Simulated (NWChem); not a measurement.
# SiIF, singlet; SMILES F[Si]I

```xyz
3

Si    -0.6704     1.5734     0.0000
F      0.7702     2.3327     0.0000
I      0.0463    -0.8117     0.0000
```
Atoms are numbered in this order, from 1.

Program: NWChem. Low-valent species are run as closed-shell singlets; no triplet was tried in these runs. Geometry: optimised at PBE0/def2-SVP. def2 effective core potentials on I; no spin-orbit coupling.

Problem. Estimate the computed values for B3LYP/def2-SVP (core potentials). Quantities: highest occupied level (eV); orbital gap (eV); dipole (D).

Solution. 
```yaml
highest occupied level (eV): -7.25
orbital gap (eV): 4.31
dipole (D): 1.25
```
